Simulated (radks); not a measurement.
Values are calculated unless marked as measured or tabulated.
Neutral iodine inside a hard spherical wall (all orbitals vanish at R), configuration held at [Kr] 4d10 5s2 5p5 and not refilled when levels cross. Level of theory: scalar-relativistic Kohn-Sham, LDA (Slater exchange, Perdew-Wang correlation), spin-polarised, spherical densities, finite nucleus; open shells are filled with parallel spins first (spin-orbit coupling, left out, can overturn this in heavy ions); Fermi nuclear charge, rms radius 4.75 fm (a radial shooting solver on a logarithmic mesh with Libxc functionals). Eigenvalues in eV for spin up, with the zero of energy where the potential of the charges vanishes at infinity; a dash marks a level that is unbound or too diffuse for the functional's potential to be trusted. A positive occupied level is held by the wall or, in an anion where self-interaction has pushed it up, behind a barrier. The pressure on the wall is -dE/dV.

| R (bohr) | E (hartree) | kinetic (hartree) | e(4p) | e(4d) | e(5s) | e(5p) | e(6s, empty) | e(5d, empty) | pressure (GPa) |
|---|---|---|---|---|---|---|---|---|---|
| free | -7110.38429 | 7461.021 | -127.36 | -50.374 | -17.896 | -7.478 | -0.536 | - | 0 |
| 20 | -7110.38429 | 7461.021 | -127.36 | -50.374 | -17.896 | -7.478 | -0.530 | 0.836 | < 0.0001 |
| 15 | -7110.38429 | 7461.021 | -127.36 | -50.374 | -17.896 | -7.478 | -0.489 | 1.114 | < 0.0001 |
| 12 | -7110.38428 | 7461.021 | -127.36 | -50.374 | -17.895 | -7.478 | -0.359 | 1.390 | < 0.0001 |
| 7 | -7110.37864 | 7461.072 | -127.09 | -50.106 | -17.676 | -7.262 | 2.088 | 3.174 | 0.390 |
| 6 | -7110.36017 | 7461.206 | -126.52 | -49.549 | -17.237 | -6.805 | 4.674 | 4.579 | 2.29 |
| 3.5 | -7109.29712 | 7466.221 | -115.78 | -39.144 | -8.329 | 3.982 | 43.942 | 23.365 | 341 |
| 2.5 | -7104.00481 | 7486.008 | -94.654 | -18.973 | 17.973 | 36.258 | 139.13 | 68.830 | 4660 |
| 2 | -7092.10146 | 7527.105 | -67.533 | 8.050 | 66.996 | 93.450 | 282.28 | 139.25 | 24500 |
